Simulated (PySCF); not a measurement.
Bi(OH)2(OMe) (CH5BiO3), SMILES C[O][Bi]([OH])[OH].

Geometry optimised at PBE0-D3(BJ)/def2-SVP. The structure was generated by enumeration; whether it is a known compound was not checked. The def2 effective core potentials stand for the cores of Bi; spin–orbit coupling is left out. The values are those of a single conformer.

Method: C-PCM-PBE0/def2-SVP run with PySCF 2.14.0.

The values are the electrostatic part of the solvation free energy, E(continuum) − E(gas) at the gas-phase geometry, in a cavity of scaled van der Waals radii (PySCF's table); cavitation and dispersion terms are not included. A continuum can't describe solvent molecules that bind to the metal. In vacuum the orbital gap is 6.67 eV. The dipole moment in vacuum is 1.14 D.

Q: Estimate the values in water (ε = 78.36), ethanol (ε = 24.85), acetone (ε = 20.49). (The exact figures need the calculation; the answer reports its results.)

A: 
| solvent | ε | ΔG(elec) (kcal/mol) | dipole (D) | gap (eV) |
|---|---|---|---|---|
| water | 78.36 | -10.7 | 1.61 | 6.92 |
| ethanol | 24.85 | -10.4 | 1.59 | 6.92 |
| acetone | 20.49 | -10.3 | 1.59 | 6.91 |
